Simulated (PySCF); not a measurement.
# Cr²⁺ (chromium, charge +2): UHF calculation

Configuration: [Ar] 3d4, high-spin 5D determinant. Computed with PySCF 2.14 in aug-cc-pVTZ (8s7p5d3f2g, 93 functions), with the non-relativistic Hamiltonian (point nucleus).

| Quantity | Value |
| --- | --- |
| Total energy | -1042.582843 hartree |
| One-electron energy | -1420.4116 hartree |
| Hartree (Coulomb) energy | 425.1018 hartree |
| Exchange energy | -47.2730 hartree |
| Kinetic energy | 1042.59023 hartree |
| ⟨S²⟩ | 6.0014 |
| ⟨L²⟩ | 6.017 |
| Sum of ⟨r⟩ | 14.59 bohr |
| Sum of ⟨r²⟩ | 16.16 bohr² |
| Traceless quadrupole moment −½Σ⟨3z² − r²⟩ along its main axis | -0.483 e·bohr² |
| Density at the nucleus (Gaussians lack the cusp) | 9260 bohr⁻³ |
| Spin density at the nucleus | -0.354 bohr⁻³ |
| Langevin diamagnetic susceptibility | -12.8 ×10⁻⁶ cm³/mol |

| shell | electrons | mean orbital energy (eV) | spread (eV) | rms radius, mean of both spins (bohr) |
| --- | --- | --- | --- | --- |
| 1s α | 1 | -6019.8 | 0 | 0.0743 |
| 1s β | 1 | -6019.8 | 0 | 0.0743 |
| 2s α | 1 | -737.59 | 0 | 0.319 |
| 2s β | 1 | -734.99 | 0 | 0.319 |
| 2p α | 3 | -626.84 | 0.028 | 0.288 |
| 2p β | 3 | -624.24 | 0.798 | 0.288 |
| 3s α | 1 | -116.20 | 0 | 0.973 |
| 3s β | 1 | -107.77 | 0 | 0.973 |
| 3p α | 3 | -83.320 | 1.326 | 1.04 |
| 3p β | 3 | -73.000 | 1.996 | 1.04 |
| 3d α | 4 | -32.635 | 1.745 | 1.32 |

Spin-orbit constants ζ (cm⁻¹) from the X2C one-electron operator on these orbitals (non-relativistic here): bare nucleus, nucleus screened by l(l+1)(2l+1)/3 electrons, and screened by the Breit-Pauli mean field of the electrons.

```tsv
shell	bare	screened nucleus	mean field
2p	47730	43750	41900
3p	5532	5071	4819
3d	490.0	285.8	253.0
```

To first order the Landé constant is A = 63.24 cm⁻¹, so the lowest level has J = 0 and lies 0.0470 eV below the centre of the term. This holds in LS coupling only.
